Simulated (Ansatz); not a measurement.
A nudged elastic band was laid between two geometries of F4Ge + H4Si (10 atoms, charge 0, multiplicity 1).

The calculation used RKS PBE0/def2-SVP in Ansatz.

```json
{"movable images": "7", "climbing image": "yes", "spring": "5.0 eV/Å²", "optimiser": "quadratic models (default)", "start path": "through a guess of the saddle point", "force threshold": "0.05 eV/Å", "iteration limit": "60", "end points": "relaxed"}
```

Initial state:

```xyz
10
Properties=species:S:1:pos:R:3
Ge 0.622 -0.073 -0.133
F 1.119 0.180 1.472
F 1.972 0.029 -1.157
F -0.507 1.118 -0.583
F -0.082 -1.611 -0.285
Si -3.127 0.073 1.345
H -3.146 -0.579 0.003
H -4.030 -0.665 2.276
H -3.571 1.492 1.226
H -1.735 0.036 1.889
```

Final state:

```xyz
10
Properties=species:S:1:pos:R:3
Ge -0.587 -0.131 -0.314
F -0.385 0.064 2.589
F 0.485 1.189 -0.581
F -0.687 -0.920 -1.843
F 0.398 -1.257 0.616
Si -2.667 0.358 0.730
H -3.644 0.547 -0.379
H -3.017 -0.835 1.545
H -2.492 1.599 1.523
H 0.110 -0.612 2.168
```

(1) Which bonds break or form, and what moves?

(2) Give the energies along the band, and the barrier.

(3) What is the geometry of the highest image?

Results:

(1) Bonds broken: Ge1–F2, Si6–H10. Bonds formed: Ge1–Si6, F2–H10. F4Ge + H4Si becomes F3GeH3Si + FH.

(2) It converged. The highest image is number 4 of 0 to 8, 1.96 eV above the first end and 2.16 eV above the last; the last end lies 0.20 eV below the first. Neighbouring images differ by up to 1.7 eV, so the band resolves the path poorly. A vibrational analysis at the climbing image gives one clearly imaginary mode, 1175i cm⁻¹: a first-order saddle point. The orbitals stay closed-shell, which can raise the energy where a bond breaks towards radicals; this wasn't checked here.

| image | path coordinate (Å) | energy (eV) | Ge1–F2 (Å) | Si6–H10 (Å) | Ge1–Si6 (Å) |
| --- | --- | --- | --- | --- | --- |
| 0 | 0.00 | 0.00 | 1.70 | 1.49 | 4.03 |
| 1 | 1.17 | 0.00 | 1.70 | 1.49 | 4.22 |
| 2 | 2.35 | 0.05 | 1.70 | 1.49 | 4.02 |
| 3 | 3.52 | 0.51 | 1.72 | 1.50 | 3.36 |
| 4 | 4.69 | 1.96 | 1.93 | 1.80 | 2.66 |
| 5 | 6.06 | 0.28 | 2.53 | 2.60 | 2.38 |
| 6 | 7.43 | -0.03 | 2.76 | 3.32 | 2.37 |
| 7 | 8.80 | -0.14 | 2.82 | 3.45 | 2.38 |
| 8 | 10.17 | -0.20 | 2.92 | 3.27 | 2.38 |

(3) 
```xyz
10
Properties=species:S:1:pos:R:3:forces:R:3
Ge -0.193 -0.131 0.015 0.03 0.01 -0.02
F 0.187 -0.757 1.799 0.00 -0.01 0.00
F 1.080 1.010 0.070 0.00 -0.01 0.01
F -1.155 0.567 -1.266 -0.01 -0.01 0.00
F 0.226 -1.630 -0.693 0.00 0.00 0.00
Si -2.602 0.254 1.081 0.00 0.00 0.01
H -3.345 -0.590 0.113 0.00 0.00 0.00
H -2.999 -0.072 2.485 0.00 0.00 0.00
H -2.686 1.714 0.834 0.00 0.00 0.00
H -1.000 -0.366 1.615 -0.01 0.01 0.01
```

The run took 6.6 min on 4 threads of Arm Neoverse V1, on a shared host, peak memory 0.37 GiB.
